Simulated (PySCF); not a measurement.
BBiH₄.
Structure used (PBE0-D3(BJ)/def2-SVP), in Å, numbered top down from 1:
```xyz
6
BBiH4 angstrom
B      1.001    0.014   -0.178
Bi    -1.185   -0.185   -0.929
H      1.482    1.109   -0.007
H      1.690   -0.968   -0.049
H     -1.754    1.046    0.243
H     -1.512   -1.524    0.217
```

Computed, not measured: PySCF, PBE0-D3(BJ)/def2-SVP geometry optimisation, gas phase, def2 core potentials past Kr.

Which atoms are bound to Bi2, and at what distances?

3 atoms: H6 1.792 Å, H5 1.793 Å, B1 2.320 Å. The nearest atom not counted as bound is H3, at 3.10 Å (others tie with it).

List the angles at Bi2.

```tsv
angle	degrees	distance of the outer atoms (Å)
H5–Bi2–H6	92.2	2.58
B1–Bi2–H6	91.7	2.97
B1–Bi2–H5	91.6	2.97
```

What is the shape at Bi2?

Pyramidal: angles 92.2°, 91.7° and 91.6°, sum 275.5°, 1.08 Å off the plane of its three neighbours.

What are the other bond lengths?

B1–H3, B1–H4 1.207 Å.

What are the rotational constants (commonest isotopes, rigid rotor)?

A = 58514, B = 6720, C = 6506 MHz: a near-prolate asymmetric top.

Point group: Cs (tolerance 0.08 Å). Charge 0, singlet. Whether it is a minimum is left open (no frequencies).

One conformer stands for the species.
